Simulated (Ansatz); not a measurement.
# Reading a saddle point

A first-order saddle point of SiH₄O₄, singlet, PBE0-D4/def2-TZVP, with one imaginary mode of 652i cm⁻¹:

Si1  (-0.296, -0.339, -0.125)
O2  (1.348, 0.044, 0.660)
O3  (-0.582, -1.197, 1.136)
H4  (0.801, -0.564, 1.364)
O5  (-1.011, 1.108, -0.392)
O6  (0.052, -0.960, -1.577)
H7  (1.482, 0.944, 0.980)
H8  (-1.621, 1.388, 0.293)
H9  (-0.174, -0.425, -2.340)
(Å)

Program: Ansatz 0.2.0. Basis: def2-TZVPP and def2-QZVPP. Cores are frozen in the correlated methods. Extrapolation: Hartree–Fock as exp(−7.88 √X), correlation as X^−2.97.

Q: Which contacts change along the imaginary mode, and what lies on either side? (Judge from chemistry; the calculation decides.)

A: By the calculation: The step is SiH₄O₄ ([OH][Si]([OH])([OH])[OH]) → SiH₂O₃ ([O][Si]([OH])[OH]) + H₂O (still joined by a long Si–O bond), with the molecules in contact on both sides. Shortening one way: O2–H4; lengthening the same way: Si1–O2, O3–H4.
```tsv
pair	one side (Å)	saddle (Å)	other side (Å)
O2–H4	2.72	1.08	0.98
Si1–O2	1.63	1.86	1.94
O3–H4	0.96	1.54	2.23
```

Q: Which side is lower, and how far does the saddle lie above each? (Judge from chemistry; the value comes from the calculation.)

A: Computed: The side with Si1–O2, O3–H4 short is lower by 212.2 kJ/mol; the saddle lies 226.3 kJ/mol above it and 14.1 kJ/mol above the other (CCSD(T) at an estimated basis limit (MP2 extrapolated from triple and quadruple zeta, plus CCSD(T) − MP2 in triple zeta); electronic energies).

No T1 diagnostic of these runs exceeds 0.014.

Labels in which every atom is bracketed show which atoms are joined, not bond orders.

For scale, one of the runs: CCSD(T)/def2-TZVPP, 222 basis functions, launched by `ansatz run in.yaml --threads 4 --pin off --events-out ev --progress --plain --max-ram 9574MiB`. Time: 91 s of wall clock on 4 CPU threads of an Arm Neoverse V2; the host was shared. Peak host memory: 3.7 GiB.
